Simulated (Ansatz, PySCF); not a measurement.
C₅H₆BF, SMILES C#CC(=C)B(C)F. Atoms are numbered in the order given.

```xyz
13

C      2.7604    -0.3315    -0.2203
C      1.6394     0.1266    -0.1384
C      0.3026     0.6229    -0.0373
C      0.0495     1.9486    -0.0944
B     -0.8710    -0.4114     0.1423
C     -2.3921    -0.0687     0.2721
F     -0.5312    -1.6976     0.1874
H      3.7534    -0.7344    -0.2932
H      0.8485     2.6856    -0.2191
H     -0.9719     2.3288    -0.0173
H     -2.7740    -0.4832     1.2205
H     -2.6465     0.9979     0.2328
H     -2.9471    -0.5889    -0.5269
```

Coordinates come from a PBE0-D3(BJ)/def2-SVP optimisation. The structure was generated by enumeration, and PubChem lists no compound with its InChIKey, so it may never have been made. One conformer was computed; it need not be the lowest.

Two levels are set side by side: PBE-D3(BJ)/def2-SVP (Ansatz, an electronic-structure program) and PBE0-D3(BJ)/def2-SVP (Ansatz). Each level has its own optimised geometry; the coordinates shown are those of the second. Frequencies come from the Hessian of PySCF at each geometry. Differences are taken from unrounded values.

| quantity | PBE0-D3(BJ) |
|---|---|
| mean bond length (Å) | 1.252 |
| bond C1–C2 (Å) | 1.214 |
| bond C2–C3 (Å) | 1.430 |
| bond C3–C4 (Å) | 1.351 |
| bond C3–B5 (Å) | 1.575 |
| bond B5–C6 (Å) | 1.565 |
| bond B5–F7 (Å) | 1.331 |
| bond C1–H8 (Å) | 1.074 |
| bond C4–H9 (Å) | 1.094 |
| bond C4–H10 (Å) | 1.093 |
| bond C6–H11 (Å) | 1.103 |
| bond C6–H12 (Å) | 1.097 |
| bond C6–H13 (Å) | 1.103 |
| highest harmonic wavenumber (cm⁻¹) | 3490 |
| mean harmonic wavenumber (cm⁻¹) | 1273 |
| zero-point energy (kcal/mol) | 60.04 |

Question: What does PBE-D3(BJ) give, and how far is it from PBE0-D3(BJ)? (The exact figures need the calculation; the answer reports its results.)

Answer: 
```
quantity                            PBE-D3(BJ)  PBE-D3(BJ) minus PBE0-D3(BJ)
----------------------------------  ----------  ----------------------------
mean bond length (Å)                     1.261                         0.008
bond C1–C2 (Å)                           1.226                         0.013
bond C2–C3 (Å)                           1.430                         0.000
bond C3–C4 (Å)                           1.365                         0.014
bond C3–B5 (Å)                           1.582                         0.007
bond B5–C6 (Å)                           1.571                         0.006
bond B5–F7 (Å)                           1.343                         0.012
bond C1–H8 (Å)                           1.081                         0.007
bond C4–H9 (Å)                           1.102                         0.008
bond C4–H10 (Å)                          1.101                         0.008
bond C6–H11 (Å)                          1.112                         0.008
bond C6–H12 (Å)                          1.105                         0.008
bond C6–H13 (Å)                          1.112                         0.008
highest harmonic wavenumber (cm⁻¹)        3408                           -82
mean harmonic wavenumber (cm⁻¹)           1230                           -43
zero-point energy (kcal/mol)             58.02                         -2.03
```

GGA bonds tend to be longer and softer than those of functionals with exact exchange. Differences between two approximate levels are no errors against the true value.
